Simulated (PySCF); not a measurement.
TlIn⁺: from constants to spectrum

UHF-CCSD(T) constants of TlIn⁺, ²Σ⁺ (doublet), unpaired electrons σ ↑ (basis Tl def2-SVP with ECP60, In def2-SVP with ECP28; scalar-relativistic core potentials; PySCF 2.14; masses 204.9744 and 114.9039 u):

```
ωe              : 64.4 cm⁻¹
ωexe            : 0.157 cm⁻¹
Be              : 0.017842 cm⁻¹
αe              : 6.42e-05 cm⁻¹
D (centrifugal) : 5.48e-09 cm⁻¹
```

(1) Give the vibrational terms G(v) and spacings up to v = 6.

Correlated steps freeze 8 core orbitals. Spin–orbit coupling is left out, which matters for elements this heavy, above all for dissociation energies. The state was picked by a PBE0 search and need not be the measured ground state.

## Answers

(1) G(v) = ωe(v+½) − ωexe(v+½)².

```tsv
v	G(v) (cm⁻¹)	G(v) − G(v−1)	Bv (cm⁻¹)
0	32.2		0.01781
1	96.2	64.1	0.01775
2	160.0	63.8	0.01768
3	223.5	63.5	0.01762
4	286.6	63.1	0.01755
5	349.5	62.8	0.01749
6	412.0	62.5	0.01742
```
